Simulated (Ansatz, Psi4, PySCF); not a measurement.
CdI, doublet, geometry from GFN2-xTB (such geometries of metal compounds can be far from the true shape) (the spin is typed, not shown lowest) (core potentials on Cd, I). Base run: B3LYP5/def2-SVPD in PySCF.

Input for PySCF:
```python
from pyscf import gto, scf, dft

mol = gto.M(
    atom='''
Cd   -0.00000000   -0.00000000   -1.49381317
I     0.00000000    0.00000000    1.35288740
''',
    basis='def2-svpd',
    ecp={'Cd': 'def2-svpd', 'I': 'def2-svpd'},
    spin=1,
    verbose=3,
)

mf = dft.UKS(mol)
mf.xc = 'b3lyp5'
mf.kernel()
```

The same geometry, method and basis name were run in Ansatz (a quantum-chemistry and plane-wave program) and Psi4 and PySCF, at each program's defaults and at the settings that a row names. The base is PySCF at its defaults. Differences at the defaults can come from grids, fitting, cores and function types together.

```tsv
code and settings	ΔE vs base (µEh)	basis functions	E (Eh)	SCF cycles	dipole (D)
PySCF, defaults (exact integrals, its default grid, spherical functions)	0.0	69	-465.44400	13	3.44
Psi4, defaults (density fitting with its default set, its default grid, spherical functions)	-99.5	69	-465.44410	11	3.44
Ansatz, defaults (factorised integrals, its default grid, spherical functions)	-1.8	69	-465.44401	-	-
PySCF, density fitting with def2-universal-jkfit	-77.7	69	-465.44408	13	3.44
PySCF, fine grid	0.5	69	-465.44400	13	3.44
Psi4, exact integrals, spherical functions, fine grid	-1.1	69	-465.44401	13	3.44
Ansatz, high accuracy	-2.2	69	-465.44401	-	-
```

Open shells are given as the SCF converged; they aren't shown to be the lowest states, and a large step between rows can be another state.
